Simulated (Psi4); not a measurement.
C₄H₁₂O₄Si, singlet, geometry from GFN2-xTB, with bond 11-1 at 2.0 times its length; BLYP/def2-SV(P) run with Psi4.

Psi4 was given this input:
```
memory 2 GB

molecule mol {
0 1
C     0.011328   -2.168322   -1.643392
O    -0.159478   -0.793302   -1.408744
Si    0.000000    0.000000   -0.000000
O    -0.540591    1.506810   -0.276778
C    -1.720049    1.887156   -0.939446
O    -0.805548   -0.883985    1.099538
C    -0.823357   -0.710385    2.493977
O     1.505617    0.170477    0.585984
C     2.532077    0.991551    0.088861
H    -0.595013   -2.752206   -0.950401
H     2.106541   -2.734233   -1.398009
H    -0.303515   -2.366037   -2.668592
H    -1.693490    2.971033   -1.056736
H    -2.597436    1.603212   -0.354499
H    -1.779200    1.409880   -1.917974
H     0.192878   -0.675928    2.887535
H    -1.336130    0.216752    2.758697
H    -1.357888   -1.559236    2.921740
H     2.874632    0.631313   -0.883497
H     2.181335    2.018254   -0.019160
H     3.354894    0.954240    0.803588
}

set {
  basis def2-sv(p)
  reference rks
  guess sadno
}

energy('blyp')
print_variables()
```

**Question.** Write the output that Psi4 gives for this input, abridged.

**Answer.** 
```
   => Loading Basis Set <=

    Name: DEF2-SV(P)
    Role: ORBITAL
    Keyword: BASIS

         ---------------------------------------------------------
                                   SCF
               by Justin Turney, Rob Parrish, Andy Simmonett
                          and Daniel G. A. Smith
                              RKS Reference
         ---------------------------------------------------------

  ==> Geometry <==

    Molecular point group: c1
    Full point group: C1

    Geometry (in Angstrom), charge = 0, multiplicity = 1:

       Center              X                  Y                   Z               Mass
    ------------   -----------------  -----------------  -----------------  -----------------
         C            0.004384295982    -2.166446503588    -1.644205230346    12.000000000000
         O           -0.166421704018    -0.791426503588    -1.409557230346    15.994914619570
         SI          -0.006943704018     0.001875496412    -0.000813230346    27.976926534650
         O           -0.547534704018     1.508685496412    -0.277591230346    15.994914619570
         C           -1.726992704018     1.889031496412    -0.940259230346    12.000000000000
         O           -0.812491704018    -0.882109503588     1.098724769654    15.994914619570
         C           -0.830300704018    -0.708509503588     2.493163769654    12.000000000000
         O            1.498673295982     0.172352496412     0.585170769654    15.994914619570
         C            2.525133295982     0.993426496412     0.088047769654    12.000000000000
         H           -0.601956704018    -2.750330503588    -0.951214230346     1.007825032230
         H            2.099597295982    -2.732357503588    -1.398822230346     1.007825032230
         H           -0.310458704018    -2.364161503588    -2.669405230346     1.007825032230
         H           -1.700433704018     2.972908496412    -1.057549230346     1.007825032230
         H           -2.604379704018     1.605087496412    -0.355312230346     1.007825032230
         H           -1.786143704018     1.411755496412    -1.918787230346     1.007825032230
         H            0.185934295982    -0.674052503588     2.886721769654     1.007825032230
         H           -1.343073704018     0.218627496412     2.757883769654     1.007825032230
         H           -1.364831704018    -1.557360503588     2.920926769654     1.007825032230
[...]
   @DF-RKS iter   8:  -749.41422826308997   -9.97242e-04   8.05188e-05 DIIS
   @DF-RKS iter   9:  -749.41430645039020   -7.81873e-05   4.46399e-05 DIIS
   @DF-RKS iter  10:  -749.41432215362988   -1.57032e-05   1.14274e-05 DIIS
   @DF-RKS iter  11:  -749.41432480118601   -2.64756e-06   3.14344e-06 DIIS
   @DF-RKS iter  12:  -749.41432490121429   -1.00028e-07   1.61609e-06 DIIS
   @DF-RKS iter  13:  -749.41432492227227   -2.10580e-08   9.14294e-07 DIIS
  Energy and wave function converged.

  ==> Post-Iterations <==

   Electrons on quadrature grid:
      Ntotal   =   81.9999985189 ; deviation = -1.481e-06

    Orbital Energies [Eh]
    ---------------------

    Doubly Occupied:

[...]
    Virtual:

[...]
    Final Occupation by Irrep:
              A
    DOCC [    41 ]
    NA   [    41 ]
    NB   [    41 ]

  @DF-RKS Final Energy:  -749.41432492227227

   => Energetics <=

    Nuclear Repulsion Energy =            629.6982290744293778
    One-Electron Energy =               -2281.3271348849311835
    Two-Electron Energy =                 983.5707047088448007
    DFT Exchange-Correlation Energy =     -81.3561238206153376
    Empirical Dispersion Energy =           0.0000000000000000
    VV10 Nonlocal Energy =                  0.0000000000000000
    Total Energy =                       -749.4143249222722716

Computation Completed

Properties will be evaluated at   0.000000,   0.000000,   0.000000 [a0]

Properties computed using the SCF density matrix

 Multipole Moments:

 ------------------------------------------------------------------------------------
     Multipole            Electronic (a.u.)      Nuclear  (a.u.)        Total (a.u.)
 ------------------------------------------------------------------------------------

 L = 1.  Multiply by 2.5417464519 to convert [e a0] to [Debye]
 Dipole X            :         -1.5972024            0.9037016           -0.6935009
 Dipole Y            :          0.7618901           -0.2440870            0.5178031
 Dipole Z            :          0.0031955            0.1058381            0.1090336
 Magnitude           :                                                    0.8723255

 ------------------------------------------------------------------------------------

  Variable Map:
  ----------------------------------------------------------------------------
[...]
  Array Variable Map:
  ----------------------------------------------------------------------------
[...]
[...]
```
